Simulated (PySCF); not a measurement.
Species: C7H8N (doublet state).
Atom-mapped SMILES: `[CH:1]#[C:2][C:3]#[C:4][C@H:5]([CH3:6])[CH:7][NH2:8]` (hydrogens: H9 on C1; H10 on C5; H11, H12, H13 on C6; H14 on C7; H15, H16 on N8)

Geometry (GFN2-xTB, Å), atoms numbered from 1 in this order:
```
atom  x, y, z in Å
C1     4.1524   -0.7456   -0.4365
C2     2.9809   -0.6382   -0.1688
C3     1.6662   -0.5198    0.1388
C4     0.4950   -0.4702    0.4484
C5    -0.9143   -0.2061    0.6933
C6    -1.7875   -1.3539    0.1768
C7    -1.1707    1.0789   -0.0184
N8    -1.0299    2.2981    0.6187
H9     5.1687   -0.8393   -0.6742
H10   -1.0767   -0.0783    1.7719
H11   -1.6340   -1.4912   -0.8913
H12   -2.8366   -1.1281    0.3527
H13   -1.5325   -2.2818    0.6846
H14   -1.1920    1.0915   -1.0940
H15   -0.6920    2.2495    1.5695
H16   -0.6045    3.0433    0.0845
```

The hyperfine couplings belong to this conformer and change with its torsions.

Level of theory: PySCF 2.14.0, UKS B3LYP, pcH-1 on C H N, non-relativistic, mean-field spin-orbit, GIAO. Geometry: GFN2-xTB, one conformer, isolated molecule. Couplings are sensitive to structure, and on GFN2-xTB geometries they can be far from those on DFT ones. The SCF solution wasn't tested for stability.

Principal values of hyperfine tensors in MHz (contact and dipolar terms together), for some of the nuclei:

```
atom  isotope      A1      A2      A3
  C7      13C   40.80   41.87  245.00
  C4      13C   64.58   71.93   82.16
  N8      14N   22.56   23.34   54.17
 H16       1H   20.53   26.43   49.56
  C6      13C   22.35   22.45   27.19
 H10       1H   13.90   14.71   26.94
  C5      13C  -14.08  -13.08  -10.46
  C3      13C    4.34    4.47   26.98
```

Q: Give the isotropic coupling of each nucleus in MHz and in mT (g = 2.0026), and the anisotropic part.

A: a_iso is a third of the trace, T = A − a_iso, and a(mT) = a(MHz)/(g × 13.996).

```tsv
atom	a_iso (MHz)	a_iso (mT)	T1	T2	T3
C7	109.22	3.897	-68.42	-67.36	135.78
C4	72.89	2.601	-8.31	-0.96	9.27
N8	33.36	1.190	-10.80	-10.02	20.82
H16	32.17	1.148	-11.64	-5.75	17.39
C6	24.00	0.856	-1.65	-1.55	3.20
H10	18.52	0.661	-4.62	-3.80	8.43
C5	-12.54	-0.447	-1.54	-0.54	2.08
C3	11.93	0.426	-7.59	-7.46	15.05
```

Q: What spin density at the nucleus of H10 lies behind its contact coupling (g_N = 5.58569)?

A: a_FC = (2μ0/3) gₑ μB g_N μN ρ(0)/(2S·h) = 800.24 MHz × g_N × ρ(0)/(2S), with ρ in bohr⁻³. With a_FC = 18.52 MHz and 2S = 1, ρ(0) = 0.004143 bohr⁻³. In magnitude that is 1.3 % of the 1/π = 0.318 of a free hydrogen atom.

Q: H14 (1H, g_N = 5.58569) isn't in the table. Its spin density at the nucleus is -0.01095 bohr⁻³. What is its contact coupling?

A: By the same relation, a_FC = -48.9 MHz. Its full tensor has the principal values -81.04, -49.57, -16.21 MHz.

Q: Which nucleus of the table has the largest anisotropic coupling, and what is its form?

A: C7: -68.4, -67.4, 135.8 MHz, axial, in the ratio −1:−1:+2, the form that spin in one p orbital centred on that nucleus gives.

Q: What first-order splitting does C4 cause when the field lies along A1, A2 or A3 of its tensor (g taken as isotropic, no quadrupole term)?

A: 2 lines (I = 1/2), spaced by |A_i|/(g × 13.996): 2.30, 2.57, 2.93 mT along the axes of A1, A2 and A3.
